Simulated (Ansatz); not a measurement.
Relaxation of a periodic cell of 17 atoms, Si (host Si, host structure diamond, interstitial Si), to a largest force component of 0.03 eV/Å in at most 60 steps.

These are results of Ansatz 0.2.0, DFT PBE, scalar-relativistic, plane waves, PAW, not measurements. Settings: cutoff 420 eV, k mesh 2x2x2, gaussian smearing 0.05 eV, no spin polarisation.

```xyz
17
Lattice="0.0000 5.4300 5.4300 5.4300 0.0000 5.4300 5.4300 5.4300 0.0000" Properties=species:S:1:pos:R:3:forces:R:3
Si 0.000 0.000 0.000 0.14 0.14 -0.14
Si 1.357 1.357 1.357 -0.13 -0.13 0.05
Si 2.715 2.715 0.000 0.25 0.45 2.29
Si 4.072 4.072 1.357 0.33 0.29 -0.30
Si 2.715 0.000 2.715 0.12 0.02 -0.12
Si 4.072 1.357 4.072 -0.03 -0.12 0.12
Si 5.430 2.715 2.715 -1.60 0.21 -0.16
Si 6.787 4.072 4.072 -0.24 1.68 0.13
Si 0.000 2.715 2.715 0.05 0.13 -0.13
Si 1.357 4.072 4.072 -0.13 -0.07 0.13
Si 2.715 5.430 2.715 0.36 -2.63 -0.51
Si 4.072 6.787 4.072 2.77 -0.40 0.45
Si 2.715 2.715 5.430 0.12 0.12 -0.03
Si 4.072 4.072 6.787 -0.14 -0.14 0.14
Si 5.430 5.430 5.430 -0.27 -0.31 0.30
Si 6.787 6.787 6.787 -0.31 -0.16 -1.93
Si 7.504 7.410 8.854 -1.30 0.91 -0.30
```

Task: Where does it end, and by what steps?

Result: The forces met the threshold. Limits of this set-up: coarse k mesh. After 11 steps the energy has fallen by 1.046 eV; Si1 moved furthest, 0.48 Å.

| step | energy less start (eV) | largest force component (eV/Å) | accepted |
| --- | --- | --- | --- |
| 0 | 0.0000 | 2.774 | yes |
| 1 | -0.7445 | 1.168 | yes |
| 2 | -0.9939 | 0.129 | yes |
| 3 | -1.0095 | 0.105 | yes |
| 4 | -1.0131 | 0.096 | yes |
| 5 | -1.0239 | 0.165 | yes |
| 6 | -1.0345 | 0.104 | yes |
| 7 | -1.0184 | 0.205 | no |
| 8 | -1.0373 | 0.117 | yes |
| 9 | -1.0454 | 0.032 | yes |
| 10 | -1.0460 | 0.033 | yes |
| 11 | -1.0464 | 0.010 | yes |

```xyz
17
Lattice="0.0000 5.4300 5.4300 5.4300 0.0000 5.4300 5.4300 5.4300 0.0000" Properties=species:S:1:pos:R:3
Si 0.280 0.271 -0.273
Si 1.421 1.414 1.429
Si 2.834 2.832 0.194
Si 4.326 4.323 1.106
Si 2.681 -0.031 2.756
Si 4.009 1.414 4.014
Si 5.240 2.832 2.597
Si 6.744 4.084 4.118
Si -0.026 2.672 2.755
Si 1.421 3.999 4.014
Si 2.834 5.235 2.597
Si 4.087 6.740 4.119
Si 2.681 2.672 5.460
Si 3.987 3.980 6.878
Si 5.335 5.331 5.528
Si 6.744 6.741 6.775
Si 7.206 7.202 9.087
```

The run took 63 s on 1 thread of Arm Neoverse V1, on a shared host, peak memory 0.5 GiB.
